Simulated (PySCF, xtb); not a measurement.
Te(SeH)2 (H₂Se₂Te), SMILES [SeH][Te][SeH]. Other conformers were not sampled.

Harmonic wavenumbers (cm⁻¹) from GFN2-xTB run with xtb at its own minimum, in rising order: 82, 223, 225, 226, 246, 626, 637, 2002, 2011.

Problem. What does PBE-D3(BJ)/def2-SVP (PySCF 2.14.0) give at its own minimum? (The exact figures need the calculation; the answer reports its results.)

Solution. 76, 222, 230, 274, 280, 639, 651, 2322, 2323. Paired by order, the mean absolute difference is 83 cm⁻¹ and the zero-point energies are 9.0 and 10.0 kcal/mol.
